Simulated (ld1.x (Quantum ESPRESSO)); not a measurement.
Configuration tests for Zn (PAW)

ld1.x (Quantum ESPRESSO) 7.5 input, shortened:

```
&input
   title='Zn', zed=30., rel=1, dft='PBE', iswitch=3,
   config='[Ar] 3d10 4s2 4p0'
 /
 &inputp
   pseudotype=3, lpaw=.true., tm=.true., lloc=-2, rcloc=0.90,
   nlcc=.true., new_core_ps=.true., rcore=0.60,
   which_augfun='BESSEL', rmatch_augfun=0.65
 /
6
3S  1  0   2.00   0.00  0.90  1.00  0.0
4S  2  0   2.00   0.00  0.90  1.00  0.0
3P  2  1   6.00   0.00  1.05  1.20  0.0
4P  3  1   0.00   0.00  1.05  1.20  0.0
3D  3  2  10.00   0.00  0.80  1.10  0.0
3D  3  2   0.00   0.60  0.80  1.10  0.0
 &test
   configts(1)='3s2 3p6 3d10 4s2 4p0'
 /
```

Energies are relative to the spin-unpolarised reference configuration 3s2 3p6 3d10 4s2 4p0; without spin polarisation the order of configurations can differ from experiment.

Question: Give the all-electron excitation energy and the error of the potential for: 3s2 3p6 3d10 4s1 4p0; 3s2 3p6 3d10 4s0 4p0; 3s2 3p6 3d9 4s0 4p0; 3s2 3p5 3d10 4s2 4p0; 3s2 3p6 3d9 4s2 4p0; 3s2 3p6 3d10 4s1.5 4p0; 3s2 3p6 3d10 4s0 4p1.

Answer:

```json
{"valence configuration": "3s2 3p6 3d10 4s1 4p0", "charge": "+1", "ΔE all-electron (eV)": "9.888", "error AE − PS (meV)": "-0.5"}
{"valence configuration": "3s2 3p6 3d10 4s0 4p0", "charge": "+2", "ΔE all-electron (eV)": "28.331", "error AE − PS (meV)": "-0.8"}
{"valence configuration": "3s2 3p6 3d9 4s0 4p0", "charge": "+3", "ΔE all-electron (eV)": "68.865", "error AE − PS (meV)": "-4.4"}
{"valence configuration": "3s2 3p5 3d10 4s2 4p0", "charge": "+1", "ΔE all-electron (eV)": "92.032", "error AE − PS (meV)": "-29"}
{"valence configuration": "3s2 3p6 3d9 4s2 4p0", "charge": "+1", "ΔE all-electron (eV)": "17.901", "error AE − PS (meV)": "+13"}
{"valence configuration": "3s2 3p6 3d10 4s1.5 4p0", "charge": "+0.5", "ΔE all-electron (eV)": "3.941", "error AE − PS (meV)": "-0.2"}
{"valence configuration": "3s2 3p6 3d10 4s0 4p1", "charge": "+1", "ΔE all-electron (eV)": "16.212", "error AE − PS (meV)": "-1.3"}
```
